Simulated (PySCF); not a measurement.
A structure optimised at PBE-D3(BJ)/def2-TZVP, used in a PySCF frequency run:

```
Si
C 1 1.7126
H 2 1.0907 1 122.11
H 2 1.0907 3 115.78 1 180.00
H 1 1.4874 2 122.51 3 0.00
H 1 1.4874 5 114.98 2 180.00
```
Charge 0, spin multiplicity 1.

Q: Write its SMILES, formula and point group.

A: C=[SiH2], CH₄Si, C2v

Q: What are its rotational constants (standard atomic weights)?

A: 103.30, 14.644, 12.826 GHz
